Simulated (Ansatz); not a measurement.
Ga₇N₇, a nanocrystal cut from zinc blende GaN (bare). The state is a triplet with charge 0. Geometry r2SCAN-D4/def2-SVP, that of the neutral singlet; atoms count from 1.

```xyz
14

N     1.694   -0.818    2.251
N    -2.290   -1.092   -1.924
N     0.845   -1.477   -0.833
N    -1.382   -0.430    1.224
N     0.533    2.107    1.970
N    -0.331    1.493   -1.118
N     2.730    1.075   -0.057
Ga   -2.582   -1.023   -0.015
Ga    0.378   -1.282    1.063
Ga    1.961    0.936    1.647
Ga   -0.569   -1.971   -1.875
Ga   -1.632    0.714   -2.131
Ga    1.310    0.421   -1.012
Ga   -0.665    1.349    0.810
```

Single mean-field runs in def2-TZVP are fitted with def2-universal-jkfit. The charge 0 triplet is spin-contaminated (final ⟨S²⟩ up to 2.76, 2.00 for a pure state).

Question: Estimate the Mulliken populations from the PBE0/def2-TZVP orbitals of Ansatz.

Answer: 
| atom | charge (e) | spin (α − β) |
| --- | --- | --- |
| N1 | -0.30 | 0.92 |
| N2 | -0.32 | -0.10 |
| N3 | -0.35 | 0.01 |
| N4 | -0.36 | 0.05 |
| N5 | -0.30 | 0.92 |
| N6 | -0.35 | 0.01 |
| N7 | -0.35 | 0.78 |
| Ga8 | 0.27 | 0.35 |
| Ga9 | 0.40 | -0.02 |
| Ga10 | 0.39 | -0.10 |
| Ga11 | 0.25 | -0.36 |
| Ga12 | 0.25 | -0.35 |
| Ga13 | 0.37 | -0.07 |
| Ga14 | 0.40 | -0.02 |
Mulliken values depend strongly on the basis.

Question: Where does the spin sit?

Answer: Summed by element: N 2.58, Ga -0.58, of 2 unpaired in all. Largest on single atoms: N5 0.92, N1 0.92, N7 0.78.

Question: And the Mayer bond orders between heavy atoms (over 0.3)?

Answer: N1–Ga9 1.14 (1.83 Å); N1–Ga10 1.03 (1.87 Å); N2–Ga8 0.96 (1.93 Å); N2–Ga11 0.93 (1.93 Å); N2–Ga12 0.93 (1.93 Å); N3–Ga9 0.89 (1.96 Å); N3–Ga11 1.14 (1.82 Å); N3–Ga13 0.87 (1.96 Å); N4–Ga8 1.16 (1.82 Å); N4–Ga9 0.88 (1.96 Å); N4–Ga14 0.88 (1.96 Å); N5–Ga10 1.03 (1.87 Å); N5–Ga14 1.14 (1.83 Å); N6–Ga12 1.14 (1.82 Å); N6–Ga13 0.87 (1.96 Å); N6–Ga14 0.89 (1.96 Å); N7–Ga10 1.10 (1.87 Å); N7–Ga13 1.18 (1.83 Å).
